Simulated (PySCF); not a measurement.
C₆ coefficients of unlike pairs at PBE

Calculated with PySCF 2.14 from the dipole response of each species, C₆(A,B) = (3/π) ∫ α_A(iu) α_B(iu) du, in atomic units, from isotropic polarisabilities. For ions this is the dispersion term alone; charge-induced terms of lower order in 1/R come first.

```csv
species,configuration,basis,relativity,α (bohr³),C₆ (like pair)
Se,[Ar] 3d10 4s2 4p4 (3P),"aug-cc-pVTZ-PP with one added diffuse shell each of s, d, f type with ECP10MDF (7s5p5d3f)",core potential,28.22,235.7
Pb⁺,[Xe] 4f14 5d10 6s2 6p1 (2P),aug-cc-pwCVTZ-DK3 (11s10p8d5f1g),spin-free X2C,27.77,238.0
Ne,[Ne] (1S),"aug-cc-pVTZ with one added diffuse shell each of s, p, d, f type (6s5p4d3f)",none,3.061,7.426
Te²⁺,[Kr] 4d10 5s2 5p2 (3P),"x2c-TZVPPall with one added diffuse shell each of s, p, d, f type (9s7p5d3f)",spin-free X2C,14.89,99.77
```

(1) Estimate C₆ for Ne with Pb⁺.

No spin-orbit coupling is included.

The other pairs:

| pair | C₆ |
| --- | --- |
| Ne, Se | 37.59 |
| Te²⁺, Se | 150.1 |
| Pb⁺, Se | 235.2 |
| Te²⁺, Ne | 26.34 |
| Te²⁺, Pb⁺ | 152.8 |

Answers

(1) The integral gives 39.41. The combination rule 2 C_A C_B / (C_A α_B/α_A + C_B α_A/α_B) gives 37.76 and the geometric mean 42.04.
